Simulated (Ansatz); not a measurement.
CH5BF2OSi, SMILES `COB(F)[SiH2]F`, relaxed with RKS PBE0-D4/def2-TZVP in Ansatz 0.2.0 from a PBE-D4/def2-SVP geometry. The force threshold is 0.005 eV/Å; the program also tests the step.

Charge 0, multiplicity 1.

Start:

```xyz
11

C    -0.133    1.539   -0.934
O    -0.936    1.126    0.168
B    -0.798   -0.035    0.836
F    -1.654   -0.235    1.856
Si    0.537   -1.553    0.531
F     1.531   -1.234   -0.758
H     0.620    0.776   -1.216
H    -0.795    1.741   -1.801
H     0.384    2.483   -0.667
H    -0.171   -2.851    0.246
H     1.414   -1.757    1.738
```

```
step  energy (eV)  largest force (eV/Å)  largest move (Å)
   1  -17148.5667                 1.241             0.000
   2  -17148.6175                 0.758             0.047
   3  -17148.6318                 0.118             0.017
   4  -17148.6318                 0.116             0.017
   5  -17148.6326                 0.020             0.009
   6  -17148.6326                 0.013             0.001
   7  -17148.6326                 0.005             0.002
```

End:

```xyz
11

C    -0.139    1.550   -0.935
O    -0.924    1.122    0.163
B    -0.775   -0.034    0.816
F    -1.620   -0.242    1.829
Si    0.546   -1.560    0.525
F     1.537   -1.293   -0.719
H     0.609    0.810   -1.221
H    -0.803    1.740   -1.779
H     0.358    2.482   -0.662
H    -0.180   -2.827    0.250
H     1.392   -1.748    1.733
```

Run time 33 s (4 threads of an Arm Neoverse V1 on a shared host); peak host memory 0.59 GiB.
